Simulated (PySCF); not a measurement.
Compound: C3H6Si.
Structure used (GFN2-xTB), in Å, numbered top down from 1:
```xyz
10
C3H6Si angstrom
Si     1.4124    0.3893   -0.1960
C     -0.3311   -0.2752   -0.4706
C     -1.5320    0.3079    0.2427
C     -1.1541   -0.8563    0.6592
H      1.6867    1.4609   -1.1566
H      1.5092    0.9098    1.1690
H      2.3865   -0.6879   -0.3896
H     -0.5216   -0.6925   -1.4626
H     -2.1848    1.1439    0.2819
H     -1.2624   -1.6954    1.3002
```

NICS is the negative of the GIAO shielding at a point without a nucleus: at the ring centre (0) and 1 Å above and below it (1); zz is the component along the ring normal. Level: GIAO PBE0/pcSseg-1 (PySCF, non-relativistic, gas phase) on the GFN2-xTB geometry, one conformer.

Ring bond lengths (Å), with Mayer bond orders in brackets: C2–C3 1.514 (0.91), C3–C4 1.293 (1.75), C4–C2 1.514 (0.91).

Task: What do the NICS probes read (ppm)?

Result: 
| ring | type | NICS(0) | NICS(1), two faces | NICS(1)zz, two faces | rms pucker (Å) | centre to ring atoms, mean (Å) |
| --- | --- | --- | --- | --- | --- | --- |
| C2–C3–C4 | 3-membered carbocycle; formal bonds 1 double, 2 single | -28.9 | -5.8 / -5.2 | -13.5 / -12.9 | 0.00 | 0.83 |

Task: What can be read from them?

Result: 
- C2–C3–C4: mean NICS(1)zz -13.2 ppm, shielded. C2 has four or more neighbours, and the NICS criterion for π rings isn't applied. NICS(0) lies 23 ppm below the mean NICS(1).

Task: At the first NICS(1) probe listed for ring C2–C3–C4, 1 Å off the ring, what do the in-plane components average?

Result: The isotropic value is a third of the trace: (3 × -5.8 − (-13.5))/2 = -1.9 ppm.
